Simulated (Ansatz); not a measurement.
Ansatz (a quantum-chemistry and plane-wave program) input file for B(F)2(OAc) (C2H3BF2O2), SMILES CC(=O)OB(F)F, PBE-D3(BJ)/def2-SVP. 

Ansatz 0.2 input:
```yaml
crystal:
  periodic: [false, false, false]
  atoms:
    - {symbol: B, position_ang: [0.72023988, 0.23393275, 0.96123135]}
    - {symbol: F, position_ang: [0.32046531, -0.78197894, 1.69859381]}
    - {symbol: F, position_ang: [1.54146856, 1.12506624, 1.48538801]}
    - {symbol: O, position_ang: [0.38473631, 0.37421336, -0.36076238]}
    - {symbol: C, position_ang: [-0.74955083, -0.16381439, -0.92566689]}
    - {symbol: C, position_ang: [-0.59936107, -0.29573327, -2.41427992]}
    - {symbol: O, position_ang: [-1.71239307, -0.44033770, -0.27552419]}
    - {symbol: H, position_ang: [-1.53001028, -0.68098028, -2.84675244]}
    - {symbol: H, position_ang: [0.23678426, -0.97515382, -2.63898320]}
    - {symbol: H, position_ang: [-0.35065287, 0.68496528, -2.84628410]}
basis:
  gaussian:
    orbitals: def2-SVP
hamiltonian:
  xc: pbe
  dispersion: d3bj
relax: {f_tol: 0.002, max_steps: 200}
```

Output:

```
WARN ansatz: RAYON_NUM_THREADS=1 ignored (pool sized by the plan → 1); use --threads N
Functional definition: PBE
integrals: 0.05 GiB planned
1226 factors; their error is unknown
mean field: 0.31 GiB planned
mean field evaluation 1: about -12300.0348 eV, gradient 7.2e1 eV
mean field evaluation 2: about -12282.8015 eV, gradient 1.2e2 eV
mean field evaluation 4: about -12309.4147 eV, gradient 8.2e0 eV
mean field evaluation 8: about -12309.5335 eV, gradient 3.0e-1 eV
mean field evaluation 16: about -12309.4771 eV, gradient 3.7e-4 eV
mean field -12309.47709167 eV, -452.3649394558 hartree, gradient 3.6e-5 eV, S^2 0.000000; 0 other end points of the search recorded, 0 dependent functions left out
the calculation of the forces begins
reference -12309.47712550 eV, -452.3649406989 hartree; 27, 27 occupied and 86, 86 virtual orbitals, 1226 factors
relax step   1: F+E_penalty+E_count = -12309.64916128 eV  Δ(F+E_penalty+E_count) = +0.000e0 eV  max|allowed force component| = 9.523e-1 eV/Å  Δτ_max = 0.0000 Å  (28 SCF iters, accepted)
these checks for a lower state are left out or cut short: starts, cluster_reference, orbital_swaps, neighbouring_geometries, increment
integrals: 0.05 GiB planned
1226 factors; their error is unknown
mean field: 0.31 GiB planned
mean field -12309.49379821 eV, -452.3655534095 hartree, gradient 1.5e-5 eV, S^2 0.000000; 0 other end points of the search recorded, 0 dependent functions left out
the calculation of the forces begins
reference -12309.49383208 eV, -452.3655546542 hartree; 27, 27 occupied and 86, 86 virtual orbitals, 1226 factors
[...]
the calculation of the forces begins
reference -12309.49522317 eV, -452.3656057761 hartree; 27, 27 occupied and 86, 86 virtual orbitals, 1226 factors
relax step   5: F+E_penalty+E_count = -12309.66634941 eV  Δ(F+E_penalty+E_count) = +4.925e-4 eV  max|allowed force component| = 1.079e-1 eV/Å  Δτ_max = 0.0104 Å  (30 SCF iters, rejected (line search))
these checks for a lower state are left out or cut short: starts, cluster_reference, orbital_swaps, neighbouring_geometries, increment
integrals: 0.05 GiB planned
1226 factors; their error is unknown
mean field: 0.31 GiB planned
mean field -12309.49584909 eV, -452.3656287780 hartree, gradient 1.5e-5 eV, S^2 0.000000; 0 other end points of the search recorded, 0 dependent functions left out
the calculation of the forces begins
reference -12309.49588299 eV, -452.3656300240 hartree; 27, 27 occupied and 86, 86 virtual orbitals, 1226 factors
relax step   6: F+E_penalty+E_count = -12309.66704524 eV  Δ(F+E_penalty+E_count) = -2.033e-4 eV  max|allowed force component| = 1.440e-2 eV/Å  Δτ_max = 0.0052 Å  (31 SCF iters, accepted)
these checks for a lower state are left out or cut short: starts, cluster_reference, orbital_swaps, neighbouring_geometries, increment
integrals: 0.05 GiB planned
1226 factors; their error is unknown
mean field: 0.31 GiB planned
mean field -12309.49585813 eV, -452.3656291103 hartree, gradient 9.0e-6 eV, S^2 0.000000; 0 other end points of the search recorded, 0 dependent functions left out
the calculation of the forces begins
reference -12309.49589203 eV, -452.3656303562 hartree; 27, 27 occupied and 86, 86 virtual orbitals, 1226 factors
relax step   7: F+E_penalty+E_count = -12309.66706281 eV  Δ(F+E_penalty+E_count) = -1.757e-5 eV  max|allowed force component| = 7.968e-3 eV/Å  Δτ_max = 0.0013 Å  (23 SCF iters, accepted)
these checks for a lower state are left out or cut short: starts, cluster_reference, orbital_swaps, neighbouring_geometries, increment
integrals: 0.05 GiB planned
1226 factors; their error is unknown
mean field: 0.31 GiB planned
mean field evaluation 64: about -12309.4959 eV, gradient 6.6e-6 eV
mean field -12309.49585943 eV, -452.3656291580 hartree, gradient 6.6e-6 eV, S^2 0.000000; 0 other end points of the search recorded, 0 dependent functions left out
the calculation of the forces begins
reference -12309.49589333 eV, -452.3656304041 hartree; 27, 27 occupied and 86, 86 virtual orbitals, 1226 factors
relax step   8: F+E_penalty+E_count = -12309.66706995 eV  Δ(F+E_penalty+E_count) = -7.131e-6 eV  max|allowed force component| = 4.085e-3 eV/Å  Δτ_max = 0.0016 Å  (23 SCF iters, accepted)
these checks for a lower state are left out or cut short: starts, cluster_reference, orbital_swaps, neighbouring_geometries, increment
integrals: 0.05 GiB planned
1226 factors; their error is unknown
mean field: 0.31 GiB planned
mean field -12309.49586010 eV, -452.3656291828 hartree, gradient 1.1e-5 eV, S^2 0.000000; 0 other end points of the search recorded, 0 dependent functions left out
the calculation of the forces begins
reference -12309.49589401 eV, -452.3656304290 hartree; 27, 27 occupied and 86, 86 virtual orbitals, 1226 factors
relax step   9: F+E_penalty+E_count = -12309.66707533 eV  Δ(F+E_penalty+E_count) = -5.390e-6 eV  max|allowed force component| = 3.295e-3 eV/Å  Δτ_max = 0.0025 Å  (22 SCF iters, accepted)
these checks for a lower state are left out or cut short: starts, cluster_reference, orbital_swaps, neighbouring_geometries, increment
integrals: 0.05 GiB planned
1226 factors; their error is unknown
mean field: 0.31 GiB planned
mean field -12309.49586127 eV, -452.3656292256 hartree, gradient 1.1e-5 eV, S^2 0.000000; 0 other end points of the search recorded, 0 dependent functions left out
the calculation of the forces begins
reference -12309.49589518 eV, -452.3656304719 hartree; 27, 27 occupied and 86, 86 virtual orbitals, 1226 factors
relax step  10: F+E_penalty+E_count = -12309.66707852 eV  Δ(F+E_penalty+E_count) = -3.188e-6 eV  max|allowed force component| = 2.890e-3 eV/Å  Δτ_max = 0.0023 Å  (23 SCF iters, accepted)
these checks for a lower state are left out or cut short: starts, cluster_reference, orbital_swaps, neighbouring_geometries, increment
integrals: 0.05 GiB planned
1226 factors; their error is unknown
mean field: 0.31 GiB planned
mean field -12309.49586922 eV, -452.3656295177 hartree, gradient 2.2e-5 eV, S^2 0.000000; 0 other end points of the search recorded, 0 dependent functions left out
the calculation of the forces begins
reference -12309.49590313 eV, -452.3656307640 hartree; 27, 27 occupied and 86, 86 virtual orbitals, 1226 factors
relax step  11: F+E_penalty+E_count = -12309.66708187 eV  Δ(F+E_penalty+E_count) = -3.349e-6 eV  max|allowed force component| = 2.967e-3 eV/Å  Δτ_max = 0.0032 Å  (22 SCF iters, accepted)
these checks for a lower state are left out or cut short: starts, cluster_reference, orbital_swaps, neighbouring_geometries, increment
integrals: 0.05 GiB planned
1226 factors; their error is unknown
mean field: 0.31 GiB planned
mean field -12309.49588127 eV, -452.3656299608 hartree, gradient 1.9e-5 eV, S^2 0.000000; 0 other end points of the search recorded, 0 dependent functions left out
the calculation of the forces begins
reference -12309.49591519 eV, -452.3656312071 hartree; 27, 27 occupied and 86, 86 virtual orbitals, 1226 factors
relax step  12: F+E_penalty+E_count = -12309.66708422 eV  Δ(F+E_penalty+E_count) = -2.352e-6 eV  max|allowed force component| = 2.141e-3 eV/Å  Δτ_max = 0.0030 Å  (22 SCF iters, accepted)
these checks for a lower state are left out or cut short: starts, cluster_reference, orbital_swaps, neighbouring_geometries, increment
integrals: 0.05 GiB planned
1226 factors; their error is unknown
mean field: 0.31 GiB planned
mean field -12309.49589073 eV, -452.3656303083 hartree, gradient 1.0e-5 eV, S^2 0.000000; 0 other end points of the search recorded, 0 dependent functions left out
the calculation of the forces begins
reference -12309.49592464 eV, -452.3656315546 hartree; 27, 27 occupied and 86, 86 virtual orbitals, 1226 factors
relax step  13: F+E_penalty+E_count = -12309.66708212 eV  Δ(F+E_penalty+E_count) = +2.104e-6 eV  max|allowed force component| = 6.289e-3 eV/Å  Δτ_max = 0.0018 Å  (23 SCF iters, rejected (line search))
these checks for a lower state are left out or cut short: starts, cluster_reference, orbital_swaps, neighbouring_geometries, increment
integrals: 0.05 GiB planned
1226 factors; their error is unknown
mean field: 0.31 GiB planned
mean field evaluation 96: about -12309.5517 eV, gradient 1.9e-1 eV
mean field -12309.49588754 eV, -452.3656301910 hartree, gradient 2.2e-5 eV, S^2 0.000000; 0 other end points of the search recorded, 0 dependent functions left out
the calculation of the forces begins
reference -12309.49592145 eV, -452.3656314373 hartree; 27, 27 occupied and 86, 86 virtual orbitals, 1226 factors
relax step  14: F+E_penalty+E_count = -12309.66708521 eV  Δ(F+E_penalty+E_count) = -9.823e-7 eV  max|allowed force component| = 3.072e-3 eV/Å  Δτ_max = 0.0009 Å  (21 SCF iters, accepted)
these checks for a lower state are left out or cut short: starts, cluster_reference, orbital_swaps, neighbouring_geometries, increment
integrals: 0.05 GiB planned
1226 factors; their error is unknown
mean field: 0.31 GiB planned
mean field -12309.49589416 eV, -452.3656304344 hartree, gradient 9.4e-6 eV, S^2 0.000000; 0 other end points of the search recorded, 0 dependent functions left out
the calculation of the forces begins
reference -12309.49592807 eV, -452.3656316807 hartree; 27, 27 occupied and 86, 86 virtual orbitals, 1226 factors
relax step  15: F+E_penalty+E_count = -12309.66708548 eV  Δ(F+E_penalty+E_count) = -2.736e-7 eV  max|allowed force component| = 2.687e-3 eV/Å  Δτ_max = 0.0018 Å  (22 SCF iters, accepted)
these checks for a lower state are left out or cut short: starts, cluster_reference, orbital_swaps, neighbouring_geometries, increment
integrals: 0.05 GiB planned
1226 factors; their error is unknown
mean field: 0.31 GiB planned
mean field -12309.49590032 eV, -452.3656306609 hartree, gradient 2.5e-5 eV, S^2 0.000000; 0 other end points of the search recorded, 0 dependent functions left out
the calculation of the forces begins
reference -12309.49593424 eV, -452.3656319072 hartree; 27, 27 occupied and 86, 86 virtual orbitals, 1226 factors
relax step  16: F+E_penalty+E_count = -12309.66708502 eV  Δ(F+E_penalty+E_count) = +4.584e-7 eV  max|allowed force component| = 2.579e-3 eV/Å  Δτ_max = 0.0008 Å  (21 SCF iters, rejected (line search))
these checks for a lower state are left out or cut short: starts, cluster_reference, orbital_swaps, neighbouring_geometries, increment
integrals: 0.05 GiB planned
1226 factors; their error is unknown
mean field: 0.31 GiB planned
mean field -12309.49589388 eV, -452.3656304242 hartree, gradient 6.8e-5 eV, S^2 0.000000; 0 other end points of the search recorded, 0 dependent functions left out
the calculation of the forces begins
reference -12309.49592780 eV, -452.3656316705 hartree; 27, 27 occupied and 86, 86 virtual orbitals, 1226 factors
relax step  17: F+E_penalty+E_count = -12309.66708585 eV  Δ(F+E_penalty+E_count) = -3.692e-7 eV  max|allowed force component| = 7.370e-4 eV/Å  Δτ_max = 0.0004 Å  (18 SCF iters, accepted)
integrals: 0.05 GiB planned
1226 factors; their error is unknown
mean field: 0.31 GiB planned
mean field evaluation 128: about -12309.4958 eV, gradient 2.1e-1 eV
mean field -12309.49589388 eV, -452.3656304242 hartree, gradient 6.8e-5 eV, S^2 0.000000; 1 other end points of the search recorded, 0 dependent functions left out
the calculation of the forces begins
reference -12309.49592780 eV, -452.3656316705 hartree; 27, 27 occupied and 86, 86 virtual orbitals, 1226 factors
Total energy: -12309.66711976 eV, -452.3719228592 hartree
Atom 0 at     0.726928     0.234312     0.970079 Å, force    -0.000737     0.000346    -0.000009 eV/Å
Atom 1 at     0.317509    -0.775625     1.722424 Å, force     0.000186    -0.000231    -0.000013 eV/Å
Atom 2 at     1.558963     1.129899     1.487284 Å, force     0.000278    -0.000125    -0.000011 eV/Å
Atom 3 at     0.392679     0.368772    -0.359521 Å, force     0.000425     0.000262     0.000064 eV/Å
Atom 4 at    -0.758532    -0.171383    -0.927255 Å, force     0.000268     0.000034    -0.000495 eV/Å
Atom 5 at    -0.602598    -0.295414    -2.417489 Å, force     0.000084    -0.000408    -0.000085 eV/Å
Atom 6 at    -1.732370    -0.448155    -0.273547 Å, force    -0.000484     0.000096     0.000278 eV/Å
Atom 7 at    -1.534158    -0.684942    -2.861688 Å, force     0.000025    -0.000125     0.000078 eV/Å
Atom 8 at     0.245423    -0.970124    -2.651324 Å, force    -0.000017     0.000012    -0.000260 eV/Å
Atom 9 at    -0.352117     0.692839    -2.852003 Å, force    -0.000027     0.000138     0.000454 eV/Å
Dipole moment:     0.164751    -0.002760    -0.522971 e Å
```

Self-consistency was reached.

Cost: very roughly 60 core-seconds.
